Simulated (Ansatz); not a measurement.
System: CH2N, net charge 0, doublet state. It need not be the lowest isomer of its formula. 
Coordinates optimised at B3LYP-D3(BJ)/def2-TZVP (Ansatz, an electronic-structure program):
```xyz
4

C      0.0330     0.0062    -0.6452
N     -0.0307    -0.0059     0.5805
H      0.9162     0.2940    -1.2272
H     -0.8993    -0.2899     1.0349
```
Charge 0, spin multiplicity 2.

Basis-set convergence of Hartree-Fock and CCSD(T) correlation energies (hartree) with Ansatz. Valence correlation only, unless marked. Open shells are spin-unrestricted. No spin-orbit coupling. No relativistic terms.

| basis | functions | E(HF) | E(corr, CCSD(T)) |
|---|---|---|---|
| def2-SVP | 38 | -93.32878 | -0.30646 |
| def2-TZVPP | 90 | -93.44098 | -0.37124 |
| def2-QZVPP | 174 | -93.44524 | -0.39209 |

Extrapolating the two largest sets (X = 3 and 4) as X^-3: E(corr) = (64·(-0.39209) - 27·(-0.37124))/37 = -0.4073 Eh, an estimate of the basis-set limit. The largest set recovers 96.3 % of it, the smallest 75.2 %.
